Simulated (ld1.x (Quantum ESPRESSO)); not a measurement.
# Pseudopotential generation for S: ultrasoft, LDA (PZ), scalar-relativistic.

- Element: sulfur (S)
- Generator: ld1.x (Quantum ESPRESSO) 7.5
- Type: ultrasoft
- Functional: LDA (PZ)
- Relativity: scalar-relativistic
- Frozen core: [Ne]
- Valence charge: 6
- Reference configuration: 3s1.75 3p4.25
- Partial waves: 3s (bound): rcut 1.25, rcutus 1.60 bohr; 3s channel at -0.7 Ry: rcut 1.25, rcutus 1.60 bohr; 3p (bound): rcut 0.95, rcutus 1.20 bohr; 3p channel at 2.65 Ry: rcut 0.95, rcutus 1.20 bohr; 3d channel at 0.05 Ry: rcut 1.75, rcutus 1.85 bohr; 3d channel at 1.1 Ry: rcut 1.75, rcutus 1.85 bohr
- Local potential: all-electron potential smoothed inside 1.05 bohr (lloc = -1)
- Core correction: none
- Augmentation charge: PSQ, radius 1.05 bohr

* Cutoffs needed: 30 Ry and 45 Ry (the cutoffs (Ry, on a coarse ladder) from which the occupation-weighted sum of valence levels, in a spherical-Bessel basis at the reference potential, stays within 10 and 1 mRy of its value at 400 Ry)
* Ghost test: no extra level below or beside the all-electron valence levels (s, p, d, f tested) (spherical-Bessel basis up to 400 Ry, 20 bohr box)
* Largest excitation error: +58 meV (all-electron minus pseudo) for 3s2 3p1, out of 7 test configurations
* Lowest eigenvalue of the overlap operator: 0.36 (s channel)
* Density cutoff estimated by the generator: 342 Ry
